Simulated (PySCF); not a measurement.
Unknown compound

An unknown has the formula C$_{5}$H$_{4}$F$_{4}$O$_{2}$. Its calculated NMR data are:

1H NMR (500 MHz, computed): δ 7.01 (m, 1H), 6.21 (m, 1H), 4.71 (m, 1H), 4.58 (m, 1H).

13C{1H} NMR (computed): δ 154.3 (C), 131.4 (C), 121.0 (CH), 95.5 (CH), 75.6 (CH2).

Non-relativistic, no solvent model, one conformer. Geometry from GFN2-xTB; GIAO PBE0/pcSseg-1 shieldings; PySCF.

Scale: TMS for 1H and 13C (reference shieldings calculated alike).

Q: Which candidate is it?
A. C=C(OC(F)F)C(=O)C(F)F
B. FC1=C(OC(F)F)OC[C@H]1F
C. F[C@@H]1C=CO[C@H]1OC(F)(F)F
D. FC(F)(F)O[C@@]1(F)C=CCO1

A: B. 

- The formula gives 2 degrees of unsaturation (1 ring in the answer).
- 5 carbon signals for 5 carbons: no two carbons are equivalent.
- Carbon types of the structure: 2 × C, 2 × CH, 1 × CH2, which accounts for all hydrogens.
- δC 154.3: alkene carbon bearing oxygen; an sp2 carbon further deshielded by the attached heteroatom.
- δC 131.4: β carbon of an enol-ether or enamine type C=C.
- δC 121.0: sp3 CH bonded to 2 F and O; 3 electronegative neighbours deshield it.
- δC 95.5: allylic sp3 CH bonded to F; the inductive effect lowers its shielding.
- δC 75.6: sp3 CH2 bonded to O; the inductive effect lowers its shielding.

The others: FC(F)(F)O[C@@]1(F)C=CCO1 has carbons computed at 142.3, 137.1, 133.5, 129.4, 81.3; C=C(OC(F)F)C(=O)C(F)F has carbons computed at 189.4, 158.7, 122.3, 117.1, 111.0; F[C@@H]1C=CO[C@H]1OC(F)(F)F has carbons computed at 160.8, 130.3, 109.0, 107.5, 104.4, with a different DEPT pattern.

Splittings by 19F in the carbon and heteronuclear signals aren't shown, as no couplings were computed. Shifts are as computed. Against solution values, carbons near 30 ppm lie about +3 ppm off and those near 130 ppm about +5 ppm. Of 1309 compounds with measured shifts, 239 miss one by over three times the rms of a fit or turn the order of signals round; such compounds aren't used in these exercises. No couplings were computed; multiplicities are counted from neighbouring protons, with m where these are inequivalent, close in shift, in a saturated or five-membered ring or joined by F or P, and br s for small geminal =CH2 splittings.
